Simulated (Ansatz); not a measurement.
**CuFPSi: where a starting geometry ends**

The starting geometry of this gas-phase doublet was optimised with GFN2-xTB.

```json
{"atom": "Cu", "x (Å)": "1.9730", "y (Å)": "-1.4126", "z (Å)": "0.9817"}
{"atom": "F", "x (Å)": "-1.4703", "y (Å)": "1.7842", "z (Å)": "2.5812"}
{"atom": "P", "x (Å)": "0.4478", "y (Å)": "0.1250", "z (Å)": "0.7234"}
{"atom": "Si", "x (Å)": "-0.2130", "y (Å)": "0.7461", "z (Å)": "2.6229"}
```

Problem. Predict what it relaxes into with BLYP-D3(BJ)/def2-SVP.

Solution. A new bond forms, giving a structure given below by its coordinates. Contacts that close: Cu1–Si4 (3.48 → 2.34 Å).

The energy falls by 0.31 eV over 24 steps:

| step | E − E(last) (eV) |
| --- | --- |
| 1 | 0.309 |
| 4 | 0.117 |
| 6 | 0.023 |
| 9 | 0.012 |
| 11 | 0.012 |
| 14 | 0.011 |
| 16 | 0.010 |
| 19 | 0.003 |
| 21 | 0.001 |
| 24 | 0.000 |

Final geometry (Å):

```xyz
4

Cu    1.6288   -0.8371    1.7176
F    -0.8948    1.6403    2.9028
P     0.4079    0.1894    0.1476
Si   -0.4045    0.2500    2.1411
```

The end wasn't checked by frequencies. Open shells are spin-unrestricted. Run with Ansatz 0.2.0, 2.3 min on 1 thread of Intel(R) Xeon(R) Processor @ 2.70GHz (shared host).
